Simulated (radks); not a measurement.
Question: All-electron atom: Ag19+ in [Ar] 3d10. Method: scalar-relativistic Kohn-Sham, exchange-only LDA, spin-polarised, spherical densities, finite nucleus; Fermi nuclear charge, rms radius 4.5454 fm; computed with a radial shooting solver on a logarithmic mesh with Libxc functionals. Some entries of the table are withheld. Estimate them.

| orbital | occ. | eigenvalue (hartree) | <r> (bohr) |
|---|---|---|---|
| 1s | 2 | (1) | 0.03114 |
| 2s | 2 | -155.9414 | 0.1349 |
| 2p | 6 | -141.9956 | 0.1175 |
| 3s | 2 | -43.17766 | 0.3640 |
| 3p | 6 | -38.57645 | (2) |
| 3d | 10 | (3) | 0.3356 |
| 4s | 0 | -18.90378 | 0.7735 |
| 4p | 0 | -17.26703 | 0.7976 |
| 4d | 0 | -14.78206 | 0.8257 |
| 4f | 0 | (4) | (5) |

Answer: 
(1) 1s eigenvalue (hartree): -949.1620
(2) 3p <r> (bohr): 0.3613
(3) 3d eigenvalue (hartree): -31.37581
(4) 4f eigenvalue (hartree): -12.30954
(5) 4f <r> (bohr): 0.8279
